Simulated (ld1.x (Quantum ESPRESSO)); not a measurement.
# Building the TM potential for rhenium (Re) (revPBE, scalar-relativistic).

```json
{"Element": "Re (Z = 75)", "Generator": "ld1.x (Quantum ESPRESSO) 7.5", "Type": "norm-conserving Troullier–Martins (Kleinman–Bylander form)", "Functional": "revPBE", "Relativity": "scalar-relativistic", "Frozen core": "[Xe] 4f14", "Valence charge": "7", "Reference configuration": "5d5 6s2 6p0", "Partial waves": "6s (bound): rc 2.05 bohr; 5d (bound): rc 2.40 bohr; 5f channel at 0.15 Ry: rc 2.70 bohr; 6p (bound, empty): rc 2.70 bohr", "Local potential": "the p channel", "Core correction": "a·sin(br)/r model core inside 1.25 bohr"}
```

All-electron outer shells of the reference configuration (revPBE, scalar-relativistic, ld1.x):

```tsv
shell	level (eV)	outermost node (bohr)	outermost maximum (bohr)
5p	-46.96	0.56	1.06
4f	-42.25	–	0.41
6s	-5.88	1.24	2.57
5d	-5.31	0.62	1.41
6p	-1.28	1.48	3.65
```

Estimate the cutoffs (Ry, on a coarse ladder) from which the occupation-weighted sum of valence levels, in a spherical-Bessel basis at the reference potential, stays within 10 and 1 mRy of its value at 400 Ry.

30 Ry and 50 Ry.

Does the potential have ghost states?

No extra level below or beside the all-electron valence levels (s, d, f, p tested). The logarithmic derivative shows an extra or strongly shifted pseudo pole above the reference energy (p near 1.89 Ry).

Tests: 5d5 6s1 6p0; 5d5 6s0 6p0; 5d4 6s0 6p0; 5d5.5 6s1.5 6p0; 5d4 6s2 6p0; 5d6 6s0 6p0; 5d4 6s2 6p1. Which has the largest error in its energy relative to the reference configuration, and how large is it?

5d4 6s0 6p0, with -328 meV (all-electron minus pseudo) on +52.38 eV.
